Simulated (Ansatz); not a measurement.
A structure relaxed at PBE-D4/def2-SVP in Ansatz, charge 0, singlet:

```
atom   x (Å)   y (Å)   z (Å)
 Cu1   1.998   0.034   0.335
 Cu2   0.925   0.351  -1.768
 Cu3   0.310  -0.332   1.975
 Cu4  -1.427   0.182  -1.428
 Cu5  -1.807  -0.236   0.887
  H6  -2.687  -0.041  -0.449
  H7   2.429   0.327  -1.190
  H8   1.918  -0.252   1.918
  H9  -0.417   0.437  -2.657
 H10  -1.244  -0.471   2.378
```

Question: Give its formula and point group.

Answer: Cu₅H₅. Point group D5h (tolerance 0.1 Å).

Question: Summarise the bond lengths by kind (pairs closer than 1.2 times the sum of covalent radii, bridged metal pairs left out).

Answer: 10 × Cu–H 1.61 Å.

The relaxation made no stability test and no search for a lower SCF solution. No other spin state of charge 0 was run. The structure comes from a short search, and lower isomers may exist.
